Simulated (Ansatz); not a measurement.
Single points on Sn₄H₂.

```yaml
crystal:
  periodic: [false, false, false]
  atoms:
    - {symbol: Sn, position_ang: [-1.459317, 0.517225, 0.508513]}
    - {symbol: Sn, position_ang: [-0.269009, 1.137775, -2.027139]}
    - {symbol: Sn, position_ang: [0.313278, -0.231273, 2.676125]}
    - {symbol: Sn, position_ang: [1.561281, 0.372748, 0.173558]}
    - {symbol: H, position_ang: [-0.771750, -0.534572, -2.380870]}
    - {symbol: H, position_ang: [0.625517, -1.261923, 1.049824]}
basis:
  gaussian: {orbitals: def2-TZVP, initial_orbitals: start.molden}
correlation: {method: mp2}
scf: {omitted_lower_state_checks: [starts]}
output: {orbitals: {seedname: orbitals}}
```

The file start.molden holds the orbitals of an earlier run on this structure, at another level or in another basis.

```sh
$ ansatz run in.yaml --threads 4 --pin off --events-out ev --progress --plain --max-ram 4787MiB
```

Output, abridged:

```
Functional definition: HF
2025 factors; integrals over basis functions are off by at most 1.1e-3 eV
mean field evaluation 1: about -23253.7818 eV, gradient 1.9e1 eV
mean field evaluation 2: about -23254.7661 eV, gradient 8.4e-1 eV
mean field evaluation 4: about -23255.0397 eV, gradient 1.8e-2 eV
mean field evaluation 8: about -23255.0398 eV, gradient 2.8e-6 eV
mean field -23255.03980595 eV, -854.6069500367 hartree, gradient 6.9e-6 eV, S^2 0.000000; 0 other end points of the search recorded, 0 dependent functions left out
16 core orbitals not correlated: weight in the atoms' cores, before any rotation towards them, 1.000 or more for the frozen orbitals, at most 0.000 for the correlated occupied ones
reference -23255.03980595 eV, -854.6069500367 hartree; 29, 29 occupied and 167, 167 virtual orbitals, 2025 factors
second order -34.78111871 eV of doubles, -0.00000000 eV of singles
Total energy: -23289.82092467 eV, -855.8851325740 hartree
Checks for a lower state left out: starts
```

It took 5.5 s on 4 threads of Arm Neoverse V1 on a shared host, peak host memory 0.72 GiB.

First input, but with `hamiltonian: {xc: {name: PBE-QIDH}}` and without the key `correlation`, `output` (abridged; 9.5 s):

```
Functional definition: PBE-QIDH
mean field -23326.37360439 eV, -857.2284187775 hartree, gradient 2.6e-6 eV, S^2 0.000000
16 core orbitals not correlated: weight in the atoms' cores, before any rotation towards them, 1.000 or more for the frozen orbitals, at most 0.000 for the correlated occupied ones
second order -39.06470469 eV of doubles, -0.00000000 eV of singles
Total energy: -23339.39518647 eV, -857.7069530924 hartree
Checks for a lower state left out: starts
```

The first input with `gaussian: {orbitals: def2-SVP, initial_orbitals: start.molden}`, `correlation: {method: ccsd_t}` (abridged; 22 s):

```
Functional definition: HF
mean field evaluation 16: about -23248.7730 eV, gradient 1.4e0 eV
mean field evaluation 32: about -23249.2949 eV, gradient 2.9e-1 eV
mean field -23254.35965546 eV, -854.5819549671 hartree, gradient 5.3e-6 eV, S^2 0.000000
16 core orbitals not correlated: weight in the atoms' cores, before any rotation towards them, 1.000 or more for the frozen orbitals, at most 0.000 for the correlated occupied ones
second order -11.14740739 eV of doubles, -0.00000000 eV of singles
cycle   1  -11.44864871 eV  change   -3.0e-1 eV  update   1.4e-1
cycle   2  -11.94598112 eV  change   -5.0e-1 eV  update   4.7e-2
cycle   3  -12.06472356 eV  change   -1.2e-1 eV  update   2.8e-2
cycle   4  -12.05566223 eV  change    9.1e-3 eV  update   1.0e-2
cycle   5  -12.05563621 eV  change    2.6e-5 eV  update   6.3e-3
cycle   6  -12.05536043 eV  change    2.8e-4 eV  update   3.1e-3
cycle   7  -12.05508456 eV  change    2.8e-4 eV  update   1.4e-3
cycle   8  -12.05587925 eV  change   -7.9e-4 eV  update   6.1e-4
cycle   9  -12.05595321 eV  change   -7.4e-5 eV  update   2.6e-4
cycle  10  -12.05579685 eV  change    1.6e-4 eV  update   1.3e-4
cycle  11  -12.05587447 eV  change   -7.8e-5 eV  update   6.6e-5
cycle  12  -12.05586947 eV  change    5.0e-6 eV  update   3.2e-5
perturbative correction -0.71638209 eV, -0.0263265562 hartree
Total energy: -23267.13190702 eV, -855.0513265544 hartree
Checks for a lower state left out: starts
```

Geometry: PBE0-D4/def2-SVP.

In the def2 sets Sn takes a core potential; there is no spin–orbit coupling. Correlated methods freeze 16 core orbitals; core or outer-core shells of Sn are correlated, in sets that lack core-valence functions. Another isomer (singlet) lies 0.03 eV lower at PBE-D4/def2-TZVP; other spin states weren't run for this one.
